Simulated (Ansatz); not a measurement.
Consider the ligand exchange at a B–N bond: `BN(C)CF` + `CCNC` → `BN(C)CC` + `CNCF`.

Computed with Ansatz on PBE0-D4/def2-TZVP structures; ΔE is electronic, products minus reactants. CCSD(T)/CBS adds triple-zeta CCSD(T) − MP2 to the extrapolated MP2 energy (def2 sets, frozen cores). DFT in def2-TZVPP. B3LYP here is the variant with VWN-RPA as its local correlation; programs differ in this. Each species was taken in one conformer, which may not be the lowest.

```json
{"level": "PBE-D4", "ΔE (kJ/mol)": "-15.6", "difference from CCSD(T)/CBS": "-3.8"}
{"level": "r2SCAN-D4", "ΔE (kJ/mol)": "-14.0", "difference from CCSD(T)/CBS": "-2.2"}
{"level": "PBE0-D4", "ΔE (kJ/mol)": "-13.2", "difference from CCSD(T)/CBS": "-1.4"}
{"level": "B3LYP-D4", "ΔE (kJ/mol)": "-13.0", "difference from CCSD(T)/CBS": "-1.2"}
{"level": "ωB97X-V", "ΔE (kJ/mol)": "-11.5", "difference from CCSD(T)/CBS": "0.3"}
{"level": "ωB97M-V", "ΔE (kJ/mol)": "-12.2", "difference from CCSD(T)/CBS": "-0.4"}
{"level": "B2PLYP", "ΔE (kJ/mol)": "-11.2", "difference from CCSD(T)/CBS": "0.6"}
{"level": "PBE", "ΔE (kJ/mol)": "-14.4", "difference from CCSD(T)/CBS": "-2.6"}
{"level": "r2SCAN", "ΔE (kJ/mol)": "-13.6", "difference from CCSD(T)/CBS": "-1.8"}
{"level": "PBE0", "ΔE (kJ/mol)": "-12.0", "difference from CCSD(T)/CBS": "-0.2"}
{"level": "B3LYP", "ΔE (kJ/mol)": "-11.0", "difference from CCSD(T)/CBS": "0.8"}
{"level": "HF/def2-TZVPP", "ΔE (kJ/mol)": "-2.3", "difference from CCSD(T)/CBS": "9.5"}
{"level": "MP2/def2-TZVPP", "ΔE (kJ/mol)": "-11.6", "difference from CCSD(T)/CBS": "0.2"}
{"level": "SCS-MP2/def2-TZVPP", "ΔE (kJ/mol)": "-9.8", "difference from CCSD(T)/CBS": "2.0"}
{"level": "CCSD/def2-TZVPP", "ΔE (kJ/mol)": "-9.3", "difference from CCSD(T)/CBS": "2.5"}
{"level": "CCSD(T)/def2-TZVPP", "ΔE (kJ/mol)": "-10.7", "difference from CCSD(T)/CBS": "1.1"}
{"level": "HF/def2-QZVPP", "ΔE (kJ/mol)": "-2.2", "difference from CCSD(T)/CBS": "9.6"}
{"level": "MP2/def2-QZVPP", "ΔE (kJ/mol)": "-12.1", "difference from CCSD(T)/CBS": "-0.3"}
{"level": "SCS-MP2/def2-QZVPP", "ΔE (kJ/mol)": "-10.3", "difference from CCSD(T)/CBS": "1.5"}
{"level": "HF/CBS(def2)", "ΔE (kJ/mol)": "-2.2", "difference from CCSD(T)/CBS": "9.6"}
{"level": "MP2/CBS(def2)", "ΔE (kJ/mol)": "-12.6", "difference from CCSD(T)/CBS": "-0.8"}
{"level": "CCSD/CBS(def2)", "ΔE (kJ/mol)": "-10.4", "difference from CCSD(T)/CBS": "1.4"}
{"level": "CCSD(T)/CBS", "ΔE (kJ/mol)": "-11.8", "difference from CCSD(T)/CBS": "0"}
```

Largest T1 diagnostic among the species: 0.012.

In def2-TZVPP, CCSD(T) changes the Hartree–Fock value by −8.5 kJ/mol (the triples alone add −1.4 kJ/mol) and MP2 by −9.3 kJ/mol.
